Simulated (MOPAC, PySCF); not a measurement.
[Zr(Cl)4], neutral singlet in the gas phase. 

Z-matrix (Å, degrees):
```
Zr
Cl 1 2.3340
Cl 1 2.3340 2 109.47
Cl 1 2.3340 2 109.47 3 -120.00
Cl 1 2.3340 2 109.47 3 120.00
```
Charge 0, spin multiplicity 1.

All levels are single points at this geometry (PBE-D3(BJ)/def2-SVP); Pople sets use spherical d functions. Orbital energies aren't observables, and empty levels follow the basis.

```json
[
 {"level": "PBE-D3(BJ)/def2-TZVP in PySCF", "HOMO (eV)": "-8.34", "LUMO (eV)": "-3.55", "gap (eV)": "4.79", "dipole (D)": "0.00", "vertical IE, Delta-SCF (eV)": "–"},
 {"level": "TPSSh-D3(BJ)/def2-TZVP in PySCF", "HOMO (eV)": "-9.01", "LUMO (eV)": "-3.21", "gap (eV)": "5.80", "dipole (D)": "0.00", "vertical IE, Delta-SCF (eV)": "–"},
 {"level": "B3LYP/6-311+G** (LANL2DZ on Zr) in PySCF", "HOMO (eV)": "-9.58", "LUMO (eV)": "-3.58", "gap (eV)": "6.00", "dipole (D)": "0.00", "vertical IE, Delta-SCF (eV)": "–"},
 {"level": "B3LYP/6-31G* (LANL2DZ on Zr) in PySCF", "HOMO (eV)": "-9.55", "LUMO (eV)": "-3.49", "gap (eV)": "6.06", "dipole (D)": "0.00", "vertical IE, Delta-SCF (eV)": "11.55"},
 {"level": "BP86/6-31G* (LANL2DZ on Zr) in PySCF", "HOMO (eV)": "-8.58", "LUMO (eV)": "-4.09", "gap (eV)": "4.49", "dipole (D)": "0.00", "vertical IE, Delta-SCF (eV)": "–"},
 {"level": "PBE/6-31G* (LANL2DZ on Zr) in PySCF", "HOMO (eV)": "-8.47", "LUMO (eV)": "-3.97", "gap (eV)": "4.50", "dipole (D)": "0.00", "vertical IE, Delta-SCF (eV)": "–"},
 {"level": "SVWN5/6-31G* (LANL2DZ on Zr) in PySCF", "HOMO (eV)": "-8.60", "LUMO (eV)": "-4.10", "gap (eV)": "4.50", "dipole (D)": "0.00", "vertical IE, Delta-SCF (eV)": "–"},
 {"level": "HF/6-31G* (LANL2DZ on Zr) in PySCF", "HOMO (eV)": "-13.19", "LUMO (eV)": "-0.26", "gap (eV)": "12.93", "dipole (D)": "0.00", "vertical IE, Delta-SCF (eV)": "12.87"},
 {"level": "PM6 in MOPAC", "HOMO (eV)": "-11.03", "LUMO (eV)": "-2.05", "gap (eV)": "8.98", "dipole (D)": "0.00", "vertical IE, Delta-SCF (eV)": "–"}
]
```
